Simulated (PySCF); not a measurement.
Simulation results for AlBH5OSi, FH4OSi2, H5O2Si2, H4O2Si2

All values are calculated (PySCF 2.14.0). Calculation on a computer-drawn molecule: optimised geometry and harmonic frequencies of an isolated molecule of the commonest isotopes, restricted reference for singlets and unrestricted otherwise, frozen core in MP2.

Common to all runs: charge 0; method HF; basis cc-pV(D+d)Z.

```yaml
- entry: 1
  formula: AlBH5OSi
  start_structure:
    atoms_angstrom:
      - [O, -0.2049, -2.9376, 3.0231]
      - [Si, -1.5935, -2.6692, 2.1957]
      - [B, -2.0968, -0.8131, 1.7256]
      - [Al, -0.6801, 0.545, 2.4282]
      - [H, 0.4232, -2.2104, 3.2645]
      - [H, -1.9225, -4.0213, 2.1257]
      - [H, -3.0692, -0.6446, 1.066]
      - [H, 0.6103, 0.0141, 3.242]
      - [H, -0.4918, 2.1229, 2.3747]
  given:
    multiplicity: 2
    drawn_bonds_atom: [1, 2, 3, 1, 2, 3, 4, 4]
    drawn_bonds_other_atom: [2, 3, 4, 5, 6, 7, 8, 9]
    drawn_bonds_order: [1, 1, 1, 1, 1, 1, 1, 1]
  results:
    optimised_atom_element: [O, Si, B, Al, H, H, H, H, H]
    "optimised_atom_x [angstrom]": [-0.1728, -1.499, -1.938, -0.609, 0.4361, -2.204, -2.957, 0.7003, -0.7818]
    "optimised_atom_y [angstrom]": [-3.137, -2.664, -0.8581, 0.6722, -2.473, -3.923, -0.6967, 0.2349, 2.23]
    "optimised_atom_z [angstrom]": [3.054, 2.228, 1.802, 2.443, 3.352, 1.929, 1.185, 3.256, 2.196]
    "modes_frequency [cm^-1]": [82.67, 125.7, 165.0, 293.6, 408.8, 455.0, 520.0, 583.3, 596.7, 637.6, 734.7, 838.1, 872.3, 941.5, 968.4, 986.8, 1893, 1963, 2357, 2691, 4129]
    "modes_reduced_mass [dalton]": [4.354, 1.286, 1.765, 3.536, 1.417, 1.715, 1.078, 1.102, 2.836, 1.303, 1.737, 1.321, 1.168, 1.596, 1.807, 2.226, 1.043, 1.039, 1.043, 1.091, 1.067]
    "rotational_constants [GHz]": [9.115, 2.126, 1.724]
    "total_energy [hartree]": -633.2839
    spin_squared: 0.7577
    "convergence_status_largest_gradient_component [hartree/bohr]": 1.392e-05
- entry: 2
  formula: FH4OSi2
  start_structure:
    atoms_angstrom:
      - [O, -0.5524, 1.0052, 0.6937]
      - [Si, -0.1085, 0.9428, 2.287]
      - [F, -1.5709, 1.1697, 3.0059]
      - [Si, 0.6949, -1.141, 2.8749]
      - [H, -1.5041, 1.0214, 0.4363]
      - [H, 1.0329, -0.9555, 4.298]
      - [H, 1.9174, -1.3254, 2.0831]
      - [H, -0.0401, -2.3848, 2.8194]
  given:
    multiplicity: 2
    drawn_bonds_atom: [1, 2, 2, 1, 4, 4, 4]
    drawn_bonds_other_atom: [2, 3, 4, 5, 6, 7, 8]
    drawn_bonds_order: [1, 1, 1, 1, 1, 1, 1]
  results:
    optimised_atom_element: [O, Si, F, Si, H, H, H, H]
    "optimised_atom_x [angstrom]": [-0.7431, -0.2719, -1.607, 0.7745, -1.309, 1.174, 1.985, -0.1326]
    "optimised_atom_y [angstrom]": [0.6983, 0.8875, 1.14, -1.126, 1.337, -0.9875, -1.328, -2.288]
    "optimised_atom_z [angstrom]": [0.6805, 2.244, 3.138, 2.931, 0.2701, 4.35, 2.102, 2.783]
    "modes_frequency [cm^-1]": [92.94, 144.4, 179.7, 204.4, 350.2, 429.9, 562.6, 569.9, 809.8, 872.6, 929.1, 977.8, 1018, 1020, 2311, 2316, 2317, 4156]
    "modes_reduced_mass [dalton]": [1.089, 5.564, 1.449, 2.819, 4.212, 6.389, 1.198, 1.344, 2.083, 2.625, 4.831, 1.227, 1.044, 1.039, 1.031, 1.047, 1.042, 1.067]
    "rotational_constants [GHz]": [6.612, 2.814, 2.151]
    "total_energy [hartree]": -754.5717
    spin_squared: 0.7592
    "convergence_status_largest_gradient_component [hartree/bohr]": 3.659e-05
- entry: 3
  formula: H5O2Si2
  start_structure:
    atoms_angstrom:
      - [O, -0.6819, 1.854, 0.8343]
      - [Si, -1.0628, 0.732, -0.4069]
      - [O, 0.1671, 0.5852, -1.4514]
      - [Si, -1.2002, -1.4509, 0.4132]
      - [H, 0.2154, 2.0233, 1.0831]
      - [H, 0.6617, 1.3496, -1.74]
      - [H, -1.8166, -2.2244, -0.7649]
      - [H, -2.2588, -1.3841, 1.4986]
      - [H, -0.1366, -2.2349, 0.9638]
  given:
    multiplicity: 2
    drawn_bonds_atom: [1, 2, 2, 1, 3, 4, 4, 4]
    drawn_bonds_other_atom: [2, 3, 4, 5, 6, 7, 8, 9]
    drawn_bonds_order: [1, 1, 1, 1, 1, 1, 1, 1]
  results:
    "rotational_constants [GHz]": null
    spin_squared: null
- entry: 4
  formula: H4O2Si2
  start_structure:
    atoms_angstrom:
      - [O, -1.0337, -1.1983, 1.9198]
      - [Si, -0.6216, 0.3186, 1.47]
      - [O, 1.0417, 0.149, 1.185]
      - [Si, 2.4797, -0.4969, 0.9908]
      - [H, -0.3996, -1.9667, 1.9753]
      - [H, 3.3357, 0.1245, 1.9412]
      - [H, 2.3756, -2.0113, 1.3786]
      - [H, 2.8178, -0.379, -0.341]
  given:
    multiplicity: 1
    drawn_bonds_atom: [1, 2, 3, 1, 4, 4, 4]
    drawn_bonds_other_atom: [2, 3, 4, 5, 6, 7, 8]
    drawn_bonds_order: [1, 1, 1, 1, 1, 1, 1]
  results:
    "rotational_constants [GHz]": null
    "total_energy [hartree]": null
```

To be estimated
1. Estimate the rotational constants of H5O2Si2 (entry 3).
2. Give the missing spin squared for H5O2Si2 (entry 3).
3. What rotational constants does the calculation give for H4O2Si2 (entry 4)?
4. H4O2Si2 (entry 4): total energy?

Answers
1. 6.542, 2.831, 2.161 GHz
2. 0.7587
3. 19.07, 2.049, 1.891 GHz
4. -730.0378 hartree

Further results for H5O2Si2 (entry 3):

* total energy: -730.5614 hartree
* convergence status largest gradient component: 3.901e-05 hartree/bohr

Optimised structure:
```xyz
9
H5O2Si2
O     -0.5798     1.8208     0.8377
Si    -0.9855     0.7646    -0.3713
O      0.2437     0.6591    -1.4774
Si    -1.3236    -1.4424     0.4225
H      0.2862     1.7694     1.2190
H      0.4798     1.4256    -1.9798
H     -1.6797    -2.3262    -0.7122
H     -2.4407    -1.4398     1.3972
H     -0.1130    -1.9813     1.0940
```

Modes:
```
frequency (cm⁻¹)  reduced mass (dalton)
           98.24                  1.092
           146.5                  4.956
           176.8                  1.241
           215.7                  2.709
           248.3                  1.444
             367                  2.262
           438.1                  5.882
           564.2                  1.299
             567                  1.204
           802.5                  2.366
           847.1                  1.322
             893                  1.727
           918.9                  7.076
           981.4                  1.181
            1020                   1.04
            1022                  1.041
            2286                  1.041
            2305                  1.042
            2310                  1.037
            4134                  1.067
            4155                  1.067
```

Further results for H4O2Si2 (entry 4):

- convergence status largest gradient component: 3.979e-06 hartree/bohr

Optimised structure:
```xyz
8
H4O2Si2
O     -1.4277    -0.9218     1.9917
Si    -0.5293    -0.1377     0.8619
O      0.9987    -0.6323     1.2853
Si     2.6214    -0.5831     0.9980
H     -0.9947    -1.4696     2.6346
H      3.3090    -0.0548     2.1933
H      3.1046    -1.9496     0.7150
H      2.9136     0.2889    -0.1601
```

Modes:
```
frequency (cm⁻¹)  reduced mass (dalton)
           45.36                  1.262
           98.49                  5.292
           103.1                  5.277
           309.2                  4.806
           544.9                  1.159
           596.5                  4.887
           792.3                  1.219
           794.2                  1.183
           853.6                  1.873
           920.1                  3.524
            1038                  1.375
            1039                  1.054
            1043                  1.802
            1106                  1.587
            2319                  1.049
            2327                  1.052
            2339                   1.02
            4120                  1.066
```
